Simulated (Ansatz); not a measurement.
Program: Ansatz. Geometries: PBE0-D4/def2-TZVP. ΔE: electronic, gas phase. CCSD(T)/CBS is the MP2 limit (def2-TZVPP, def2-QZVPP) plus CCSD(T) − MP2 in def2-TZVPP, frozen cores. This one scheme is used for every species. DFT in def2-TZVPP. HSE06 is defined as in plane-wave codes. For Se outer-core shells are correlated without core-valence functions, which leaves a few kJ/mol of doubt a bond. Scalar relativity is left out up to krypton. Each species was taken in one conformer, which may not be the lowest.

`NBO[SiH3]` + `O[SiH](F)[SeH]` → `F[SiH]([SeH])O[SiH3]` + `NBO`  (ligand exchange at the Si–O bond)

`NBO[SiH3]`:

Cartesian coordinates in Å:
```
N 0.777 1.927 -0.579
B 0.279 0.626 -0.648
O -0.041 -0.033 0.511
Si -0.638 -1.532 0.808
H 1.027 2.454 -1.395
H 0.914 2.411 0.293
H 0.136 0.098 -1.718
H 0.324 -2.272 1.662
H -1.929 -1.401 1.530
H -0.851 -2.277 -0.462
```

`O[SiH](F)[SeH]`:

Z-matrix (Å, degrees):
```
Si
F 1 1.593
Se 1 2.267 2 103.3
O 1 1.626 2 111.6 3 121.4
H 1 1.471 2 108.6 3 -122.2
H 3 1.470 1 91.2 2 177.2
H 4 0.960 1 118.0 2 -73.2
```

`F[SiH]([SeH])O[SiH3]`:

```xyz
10

F    -1.644    0.663    1.911
Si   -1.167    0.807    0.402
Se   -2.227   -0.710   -0.903
O     0.436    0.613    0.398
Si    1.679   -0.238   -0.264
H    -1.536    2.151   -0.078
H    -1.699   -1.831   -0.113
H     1.402   -1.694   -0.173
H     2.901    0.092    0.505
H     1.853    0.146   -1.687
```

`NBO`:

Z-matrix (Å, degrees):
```
N
B 1 1.397
H 1 1.003 2 122.7
H 1 1.006 2 122.6 3 -180.0
O 2 1.371 1 118.7 3 -180.0
H 2 1.202 1 119.9 3 -0.0
H 5 0.957 2 112.5 1 -180.0
```

```tsv
level	ΔE (kJ/mol)
BLYP-D4	-11.1
PBE	-6.8
PBE0	-8.5
HSE06	-8.4
```

(1) What does CCSD(T)/CBS give? (An estimate is asked.)

Largest T1 diagnostic among the species: 0.012.

Results:

(1) The calculation gave: -12.4 kJ/mol. The listed levels differ from it by 1.3, 5.6, 3.9, 4.0 kJ/mol.

The D4 term adds −4.5 kJ/mol with B3LYP and −2.7 kJ/mol with PBE0; it sums over pairs of atoms, weighted by their polarisabilities, and B3LYP, whose exchange is more repulsive, gets the larger term. Leaving LDA and LC-ωPBE aside and taking each functional with its dispersion term where it has one, the values, not all of them listed here, spread over 5.2 kJ/mol, from BHLYP-D4 to B2PLYP. At CCSD(T), def2-SVP lies −3.7 kJ/mol from the extrapolated value and def2-TZVPP +0.9 kJ/mol.

B3LYP here is the variant with VWN-RPA as its local correlation; programs differ in this.
